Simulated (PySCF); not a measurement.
# TDDFT excited states: CH7ClF2Si3

Species: CH7ClF2Si3.
SMILES with atom numbers: `[F:1][C:2]([F:3])([Cl:4])[SiH2:5][SiH2:6][SiH3:7]` (hydrogens: H8, H9 on Si5; H10, H11 on Si6; H12, H13, H14 on Si7)

Level of theory: TDDFT CAM-B3LYP/def2-SVPD, vertical, gas phase, core orbitals frozen in the response (PySCF 2.14.0, density-fitted response routines). Isolated species at its GFN2-xTB geometry (one conformer only). Torsions of this conformer, `[F:1][C:2]([F:3])([Cl:4])[SiH2:5][SiH2:6][SiH3:7]`: F1–C2–Si5–Si6 58°, C2–Si5–Si6–Si7 52°.

List the vertical singlet excitations with oscillator strengths and describe the spectrum.

| state | E (eV) | ν̃ (cm⁻¹) | f | \|μ\| (D) | main configurations (H = HOMO, L = LUMO) |
| --- | --- | --- | --- | --- | --- |
| S1 | 6.95 | 56020 | 0.192 | 2.70 | H→L (70%) |
| S2 | 7.16 | 57730 | 0.027 | 1.00 | H-1→L (37%), H→L+1 (31%) |
| S3 | 7.23 | 58340 | 0.027 | 0.99 | H→L+1 (41%), H-1→L (22%), H→L (8%) |
| S4 | 7.34 | 59210 | 0.042 | 1.22 | H-2→L (49%), H-1→L (14%) |
| S5 | 7.59 | 61190 | 0.022 | 0.87 | H-1→L+1 (22%), H-3→L (12%), H-1→L (8%) |
| S6 | 7.72 | 62270 | 0.015 | 0.71 | H-3→L+3 (14%), H-4→L (13%), H-3→L+1 (10%) |
| S7 | 7.80 | 62940 | 0.010 | 0.59 | H-2→L+1 (12%), H-1→L+1 (11%), H-2→L (11%) |
| S8 | 7.94 | 64020 | 0.051 | 1.30 | H→L+3 (30%), H→L+4 (13%) |

Triplets, Tamm–Dancoff:

| state | E (eV) | λ (nm) | main configurations (H = HOMO, L = LUMO) |
| --- | --- | --- | --- |
| T1 | 5.94 | 208.7 | H→L (83%) |
| T2 | 6.40 | 193.8 | H-1→L (41%), H→L+1 (23%) |
| T3 | 6.54 | 189.6 | H-2→L (17%), H-1→L+3 (11%), H-1→L+1 (11%) |

The lowest singlet lies at 6.95 eV (178 nm, vacuum ultraviolet) and is strong; its leading configuration is HOMO→LUMO (70%). The lowest level is also the most intense of those listed (f = 0.192). Löwdin shares by element: HOMO silicon 66%, carbon 7% (atoms not listed hold the other 27%); LUMO silicon 65%, hydrogen 9% or more (atoms not listed hold the other 26%). Orbital energies (eV): HOMO-3 -10.93, HOMO-2 -10.61, HOMO-1 -10.27, HOMO -10.04, LUMO 0.00, LUMO+1 0.54, LUMO+2 0.85. The listed states span 0.99 eV, and the widest gap between neighbours is 0.24 eV (S4 to S5). The oscillator strengths of these states sum to 0.386; summed over the whole spectrum of an exact calculation they would give the number of electrons, 90 (Thomas–Reiche–Kuhn). Singlets were solved by full linear response, triplets in the Tamm–Dancoff approximation.
